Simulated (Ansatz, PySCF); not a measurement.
C5H11ClSi (SMILES C=CC[Si](C)(C)Cl), singlet, at a GFN2-xTB geometry. Base run: CASSCF(2,2)/STO-3G (PySCF).

PySCF was given this input:
```python
from pyscf import gto, scf, mcscf
import numpy

mol = gto.M(
    atom='''
C     2.51705035    0.19463019    1.91309458
C     1.95839267    0.59869550    0.78673503
C     0.60326418    1.21000057    0.68709533
Si   -0.67047155   -0.01183749   -0.07117341
C    -2.37694198    0.82303257   -0.20544553
C    -0.75252007   -1.60119786    0.97188887
Cl   -0.04281502   -0.50107842   -1.95104474
H     3.49355439   -0.25773877    1.93739413
H     2.01976680    0.30757097    2.86302366
H     2.47728552    0.46964253   -0.15384188
H     0.65660644    2.10319596    0.06243423
H     0.26608758    1.51920425    1.67629848
H    -3.10443943    0.15034289   -0.64958427
H    -2.33685716    1.71425136   -0.82490208
H    -2.75270244    1.11595257    0.76964195
H     0.23558547   -2.03573533    1.09481596
H    -1.38653300   -2.35008308    0.50602113
H    -1.14936804   -1.40351117    1.96267738
''',
    basis='sto-3g',
    verbose=3,
)

mf = scf.RHF(mol)
mf.kernel()
mc = mcscf.CASSCF(mf, 2, 2)
mc.fix_spin_(ss=0.0)
mc.kernel()
occ = numpy.linalg.eigvalsh(mc.fcisolver.make_rdm1(mc.ci, mc.ncas, mc.nelecas))[::-1]
ss = mc.fcisolver.spin_square(mc.ci, mc.ncas, mc.nelecas)[0]
print('natural occupations', occ.round(4), ' <S^2>', round(ss, 4))
```

Programs used: Ansatz (a program for electronic structure), PySCF; a row that names a program was run with it.

Each row names what was changed in the base input (with any setting that the change needs).

```json
[
 {"change": "base", "ΔE vs base (mEh)": "0.000", "natural occupations": "1.89 0.11", "<S^2> of the state": "0.00", "outcome": "converged"},
 {"change": "active space = 10 electrons, 8 orbitals", "ΔE vs base (mEh)": "-23.648", "natural occupations": "2.00 2.00 1.99 1.98 1.89 0.11 0.02 0.01", "<S^2> of the state": "0.00", "outcome": "converged"},
 {"change": "code = ansatz; correction = SC-NEVPT2, all electrons", "ΔE vs base (mEh)": "-286.5", "natural occupations": "-", "<S^2> of the state": "-", "outcome": "converged"},
 {"change": "orbitals = fixed (CASCI)", "ΔE vs base (mEh)": "22.603", "natural occupations": "1.95 0.05", "<S^2> of the state": "0.00", "outcome": "converged"},
 {"change": "active space = 6 electrons, 6 orbitals", "ΔE vs base (mEh)": "-21.497", "natural occupations": "1.99 1.98 1.89 0.11 0.02 0.01", "<S^2> of the state": "0.00", "outcome": "converged"},
 {"change": "active space = 8 electrons, 9 orbitals", "ΔE vs base (mEh)": "-", "natural occupations": "-", "<S^2> of the state": "-", "outcome": "not converged"},
 {"change": "solver = newton", "ΔE vs base (mEh)": "0.000", "natural occupations": "1.89 0.11", "<S^2> of the state": "0.00", "outcome": "converged"},
 {"change": "orbitals = fixed (CASCI); correction = SC-NEVPT2", "ΔE vs base (mEh)": "-288.0", "natural occupations": "1.95 0.05", "<S^2> of the state": "0.00", "outcome": "converged"},
 {"change": "active space = 4 electrons, 6 orbitals", "ΔE vs base (mEh)": "-14.293", "natural occupations": "1.98 1.89 0.11 0.02 0.00 0.00", "<S^2> of the state": "0.00", "outcome": "converged"},
 {"change": "conv_tol = 1e-5", "ΔE vs base (mEh)": "0.000", "natural occupations": "1.89 0.11", "<S^2> of the state": "0.00", "outcome": "converged"},
 {"change": "correction = SC-NEVPT2", "ΔE vs base (mEh)": "-286.6", "natural occupations": "1.89 0.11", "<S^2> of the state": "0.00", "outcome": "converged"}
]
```

Active orbitals are taken around the Fermi level unless the row says otherwise; CASSCF can end in different local minima, and two programs can end on different orbitals. State-averaged rows give the lowest state.
